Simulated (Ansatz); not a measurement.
Species: C3H7Si (charge 0, doublet). It need not be the lowest isomer of its formula. SMILES: [CH]=CC[SiH3]
Coordinates optimised at B3LYP-D3(BJ)/def2-TZVP (Ansatz, a first-principles code):
```
C
H 1 1.0916
H 1 1.0939 2 107.58
C 1 1.5027 2 110.53 3 -120.33
C 4 1.3056 1 126.40 2 -16.01
H 5 1.0775 4 138.23 1 -178.69
H 4 1.0956 5 118.13 6 -0.93
Si 1 1.8915 2 108.66 3 116.90
H 8 1.4805 1 109.99 2 57.43
H 8 1.4830 9 108.90 1 -120.36
H 8 1.4836 9 109.27 10 -118.65
```
Charge 0, spin multiplicity 2.

Wanted: atomisation energy (electronic, to ground-state atoms), in kcal/mol. Correlated levels leave the core frozen unless marked. Open shells are spin-unrestricted. Spin-orbit coupling is left out. No relativistic terms. The coupled-cluster limit lacks core correlation, which all-electron functionals hold. Basis-set limits of correlation are two-point, X^-3; Hartree-Fock from the larger set.

The UHF reference is spin-contaminated (<S^2> 0.17 over the pure value in the largest basis). 

| level | program | atomisation energy (kcal/mol) |
|---|---|---|
| B97M-V/def2-TZVPD | Ansatz | (withheld) |
| BHLYP-D3(BJ)/def2-TZVPD | Ansatz + dftd3 | (withheld) |
| r2SCAN0-D4/def2-TZVPD | Ansatz + dftd4 | 946.8 |
| wB97X-V/def2-TZVPD | Ansatz | 952.4 |
| CCSD(T)/CBS(aug-cc-pV(T+d)Z,aug-cc-pV(Q+d)Z) | Ansatz | 949.4 |

**Question.** Some entries are withheld; supply them.

**Answer.** 
- B97M-V/def2-TZVPD, atomisation energy (kcal/mol): 953.3
- BHLYP-D3(BJ)/def2-TZVPD, atomisation energy (kcal/mol): 935.1
